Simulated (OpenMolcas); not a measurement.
Au3+ among 6 point charges of -1.7 e arranged as a tetragonal octahedron (D4h), 1.99 Å from the ion, with the axial distance 1.731 Å.

```json
{"Program": "OpenMolcas 26.06", "Method": "CASSCF", "Basis": "ANO-RCC-VDZP [7s6p4d2f]", "Scalar Hamiltonian": "DKH2, point nucleus", "Active space": "8 electrons in 5 orbitals (5d)", "State averaging": "2S+1 = 3 even, 10 roots; 2S+1 = 1 even, 15 roots", "Spin-orbit coupling": "state interaction with AMFI integrals over the reference wave functions"}
```

(1) What is the spin-free ground state (labels of D4, the rotations of D4h)?

(2) Where is the first state of the same spin?

(3) What are the lowest two levels with spin-orbit coupling?

(4) What is χT at 300 K, and how does it compare with the textbook value?

Results:

(1) 3B1, 1-fold in its orbital part, 100 % from free-ion F terms; it has the highest spin that d8 allows.

(2) 3B2 at 8860 cm-1 above the ground state.

(3) A 1-fold level B2, then a 2-fold level E 109.0 cm-1 above it. Their leading multiplicities are 3 (98 %) and 3 (97 %).

(4) The lowest level has 2S+1 = 3, for which the spin-only value is χT = S(S+1) / 2 = 1.000 cm3 K/mol (g = 2). The computed 2.334 at 300 K differs by +1.334, through orbital momentum, spin-orbit coupling and any other state in reach.

Without dynamic correlation the repulsion within the d shell is too large (B by tens of per cent), so at a given field states of lower spin stand too high. Real 4d8 and 5d8 ions are as a rule square planar and diamagnetic. This shell can be high or low spin here, a state of another spin lies low, and with metal d orbitals alone active their balance is uncertain, so the ground spin may be wrong. Point charges give a weaker field than real ligands, and real ions of this kind are as a rule low spin; the high spin found here belongs to the model. This is an electrostatic model: the charges have no orbitals. No measured value stands beside these numbers.
